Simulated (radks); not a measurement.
Q: These are the eigenvalues of the occupied orbitals of an atom or ion with whole-number occupations (eV). Method: non-relativistic Kohn-Sham, SCAN, spin-unpolarised, spherical densities, point nucleus; meta-GGA in the generalised Kohn-Sham scheme; computed with a radial shooting solver on a logarithmic mesh with Libxc functionals.

| orbital | eigenvalue |
|---|---|
| 1s | -69366.13 |
| 2s | -11545.70 |
| 2p | -11083.24 |
| 3s | -2702.213 |
| 3p | -2484.057 |
| 3d | -2078.686 |
| 4s | -580.1322 |
| 4p | -486.5190 |
| 4d | -316.0572 |
| 5s | -97.7162 |
| 4f | -91.4993 |
| 5p | -69.0065 |
| 5d | -25.2186 |

Which element is it, and in what charge state? The configuration may be excited.

A: Z = 77, iridium, charge +2: Ir2+ in [Xe] 4f14 5d7. The list shows which subshells hold electrons but not how many an open one holds; the 1s level, -2549.2 hartree, gives Z - s = 71.4 by -(Z - s)^2/2, which with screening narrows Z to a few neighbours, and the depths of the outer levels then fix element, charge and occupations together.
